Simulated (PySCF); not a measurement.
Si⁵⁺: ionisation energy

Si⁵⁺ [He] 2s2 2p5 [2p1/2^2 2p3/2^3, M_J = 3/2] → Si⁶⁺ [He] 2s2 2p4 [2p1/2^2 2p3/2^2, M_J = 2], as a difference of total energies. All numbers are calculated (PySCF 2.14, the two-component X2C-1e Hamiltonian, in an even-tempered Gaussian basis (19 s from 0.45 bohr⁻², ratio 2.4; 12 p from 0.58 bohr⁻², ratio 2.4; 5 d from 4.7 bohr⁻², ratio 2.6; 5 f from 7 bohr⁻², ratio 2.6)). Correlated levels: nothing frozen; the 36 highest virtual spinors dropped. "Screened" scales the spin-orbit matrix elements by Boettger's factors to mimic the two-electron term; Breit and QED terms are absent.

| method | ionisation energy (eV) | difference from reference (eV) |
| --- | --- | --- |
| GHF (spin-free) | 203.68 | -1.60 |
| GMP2 (spin-free) | 205.13 | -0.15 |
| GHF (screened spin-orbit) | 203.64 | -1.64 |
| GMP2 (screened spin-orbit) | 205.09 | -0.19 |

Reference: 205.28 eV (semi-empirical (NIST evaluation); NIST Atomic Spectra Database, ionization energies).

The labels give the starting determinants; with spin-orbit coupling the two ends relaxed to ⟨J²⟩ = 3.75, ⟨L²⟩ = 2.00, ⟨S²⟩ = 0.75 and ⟨J²⟩ = 6.00, ⟨L²⟩ = 2.01, ⟨S²⟩ = 1.99.
